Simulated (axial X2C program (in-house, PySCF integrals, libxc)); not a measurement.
## Excited states of TeCl⁻ by EOM-EE-CCSD

Calculated with an in-house all-electron X2C program for linear molecules (integrals from PySCF): two-component X2C with atomic mean-field Coulomb and Gaunt terms, Gaussian nuclei, basis Te dyall-acv3z, Cl dyall-av3z with contracted cores.

R = 2.465 Å (near the PBE0 minimum at charge -1 of the determinant lowest at the starting distance; the state shown can have its own minimum elsewhere).

Hartree–Fock spinors of TeCl⁻ (one of each Kramers pair; a window near the gap, which can cut inner shells):

```csv
ω,occupied,ε (eV),character
1/2,yes,-14.80,"73% Te s, 17% Cl p, 4% Cl s"
1/2,yes,-7.55,"69% Cl p, 20% Te p, 6% Te s"
1/2,yes,-7.39,"81% Cl p, 10% Te p, 3% Te d"
3/2,yes,-7.33,"88% Cl p, 6% Te p, 3% Te d"
1/2,yes,-3.22,"84% Te p, 8% Cl p, 4% Cl d"
3/2,yes,-2.61,"86% Te p, 6% Cl p, 4% Cl d"
1/2,no,4.25,"85% Te p, 9% Cl p, 4% Te d"
1/2,no,4.77,"77% Te s, 19% Cl p"
1/2,no,4.83,97% Te p
3/2,no,4.87,98% Te p
1/2,no,6.22,"42% Te p, 29% Cl p, 9% Te s"
1/2,no,6.57,"44% Cl p, 24% Te p, 17% Te d"
```

Vertical excitation energies from the closed-shell determinant state of TeCl⁻:

| Ω | excitation (eV) | cm⁻¹ | hole of the leading pair | particle of the leading pair | weight of the pair (for Ω = 0 its time-reversed partner can hold as much again) | singles weight |
| --- | --- | --- | --- | --- | --- | --- |
| 2 | 1.277 | 10298 | 87% Te pπ | 59% Te pσ, 12% Cl pσ, 12% Te dσ | 0.95 | 0.95 |
| 1 | 1.415 | 11415 | 86% Te pπ | 59% Te pσ, 12% Cl pσ, 12% Te dσ | 0.74 | 0.95 |
| 0⁻ | 1.699 | 13701 | 85% Te pπ, 6% Cl pπ | 59% Te pσ, 13% Cl pσ, 12% Te dσ | 0.47 | 0.95 |
| 0⁺ | 1.730 | 13951 | 85% Te pπ, 6% Cl pπ | 59% Te pσ, 13% Cl pσ, 12% Te dσ | 0.47 | 0.95 |
| 1 | 2.184 | 17615 | 83% Te pπ, 7% Cl pπ | 60% Te pσ, 12% Cl pσ, 11% Te dσ | 0.74 | 0.94 |
| 2 | 3.370 | 27182 | 86% Te pπ | 85% Te sσ, 6% Te pσ | 0.94 | 0.95 |
| 1 | 3.437 | 27718 | 86% Te pπ, 6% Cl pπ | 85% Te sσ | 0.92 | 0.94 |
| 1 | 3.808 | 30717 | 86% Te pπ | 90% Te pπ | 0.90 | 0.95 |
| 0⁻ | 3.834 | 30924 | 87% Te pπ | 95% Te pπ | 0.44 | 0.95 |
| 2 | 3.856 | 31098 | 86% Te pπ, 6% Cl pπ | 75% Te pπ, 17% Te pσ | 0.94 | 0.94 |
| 0⁻ | 3.864 | 31166 | 84% Te pπ, 7% Cl pπ | 86% Te sσ | 0.46 | 0.94 |
| 0⁺ | 3.865 | 31175 | 84% Te pπ, 7% Cl pπ | 86% Te sσ | 0.47 | 0.94 |
| 3 | 3.871 | 31226 | 87% Te pπ | 95% Te pπ | 0.95 | 0.95 |

This point took 62 s on 1 thread of AMD EPYC 7R43 64-Core Processor (Zen 3) (shared host).

Reference electrons by ω block (each with its −ω partner): 1/2: 23, 3/2: 10, 5/2: 2. 14 electrons of TeCl⁻ correlated (inner shells frozen), 88 natural virtual spinors (a truncated set); levels can be off by some tenths of an eV. Roots sought by Ω: (0: 5, 1: 4, 2: 3, 3: 1); rows need 60 % singles weight and stop where some Ω has no more roots. Missing are any skipped roots, higher Ω and states of a further excitation; these come out far too high here and may in truth be low or lowest. T1 of the reference 0.012 (Lee–Taylor). The highest Hartree–Fock level of the anion lies at -2.61 eV; relaxation, partly offset by correlation, puts the detachment threshold some tenths of an eV to over one eV lower in magnitude, and states above it are held by the basis set and are not bound. Number of frozen shells: Te 4 s, 3 p, 2 d; Cl 2 s, 1 p.
